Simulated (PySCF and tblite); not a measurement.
C₅H₇NO₂, numbered as in [N:1]#[C:2][CH:3]1[O:4][CH2:5][CH2:6][CH2:7][O:8]1.

First level. Level: PBE0-D3(BJ)/pcSseg-1//GFN2-xTB, thermal terms from GFN2-xTB, symmetry numbers and mirror pairs counted. Conformers within 2.5 kcal/mol (GFN2-xTB free energy) were kept, 4 at most. GIAO shieldings: PBE0/pcSseg-1. Shifts are against TMS (¹H), TMS (¹³C), NH3 (¹⁵N) at the same level; of two unlike H on one atom, a is the less shielded. (PySCF 2.14, tblite 0.8.)

It gives, at 298.15 K, with 2 conformers (largest weight 99 %): ¹H: 5.59 (H3, 1H), 4.29 (H5a/H7a, 2H), 4.13 (H5b/H7b, 2H), 2.23 (H6a, 1H), 1.07 (H6b, 1H) ppm. ¹³C: 117.7 (C2), 89.3 (C3), 65.7 (C5/C7), 29.5 (C6) ppm. ¹⁵N: 311.8 (N1) ppm.

Second level: GFN2-xTB geometries, energies B3LYP-D3(BJ)/6-31+G* (IEF-PCM, methanol), shieldings wB97X/pcSseg-1 (IEF-PCM, methanol), on up to 4 of the same conformers.

Question: How do the averaged shifts change?

Answer: 
```
 signal  first  second  change (ppm)
     H3   5.59    5.78          0.19
H5a/H7a   4.29    4.31          0.01
H5b/H7b   4.13    4.27          0.14
    H6a   2.23    2.11         -0.12
    H6b   1.07    1.49          0.42
     C2  117.7   124.2           6.4
     C3   89.3    89.7           0.4
  C5/C7   65.7    67.3           1.6
     C6   29.5    29.7           0.2
```

The largest weight becomes 85 %.

Unscaled ¹⁵N shifts at such levels can be off by tens of ppm; differences between conformers or isomers are more reliable. Shifts are unscaled: against experiment ¹³C can be off by 15 ppm or more and ¹H by 0.8 ppm.


¹⁵N shifts are against a computed isolated NH3 molecule, about 20 ppm from the liquid.

Conformer gaps in pcSseg-1 on xTB geometries can be 2 kcal/mol off for S=O, P=O and other polar bonds.